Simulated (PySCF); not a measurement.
A structure optimised at PBE-D3(BJ)/def2-SVP, used in a PySCF frequency run:

```
C
F 1 1.3488
C 1 1.3561 2 118.55
H 3 1.1024 1 115.37 2 0.00
C 1 1.4891 2 111.51 3 180.00
H 5 1.1024 1 111.57 2 180.00
H 5 1.1101 6 109.60 1 121.63
H 5 1.1101 6 109.60 7 116.73
B 3 1.5372 4 118.41 1 180.00
F 9 1.3365 3 120.46 4 0.00
F 9 1.3429 10 115.70 3 180.00
```

Problem. Write its SMILES, formula and point group.

Solution. C/C(F)=C\B(F)F, C3H4BF3, Cs

Problem. What are its rotational constants (standard atomic weights)?

Solution. 5.1018, 1.4738, 1.1518 GHz
